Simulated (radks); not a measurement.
Values are calculated unless marked as measured or tabulated.
Kr XXXIII, configuration [He] 2s2. Level of theory: non-relativistic Kohn-Sham, LDA (Slater exchange, Perdew-Wang correlation), spin-unpolarised, spherical densities, point nucleus (a radial shooting solver on a logarithmic mesh with Libxc functionals).

Unscreened Slater integrals over Kohn-Sham orbitals (cm^-1). Empty in this configuration: 2p.

\begin{tabular}{lr}
integral & value \\ \hline
F0(2s,2s) & 1138200 \\
F0(2s,1s) & 1589800 \\
G0(2s,1s) & 161590 \\
F0(2s,2p) & 1220700 \\
G1(2s,2p) & 675640 \\
F0(1s,1s) & 4872500 \\
F0(1s,2p) & 1821200 \\
G1(1s,2p) & 361430 \\
F0(2p,2p) & 1355500 \\
F2(2p,2p) & 653320 \\
\end{tabular}
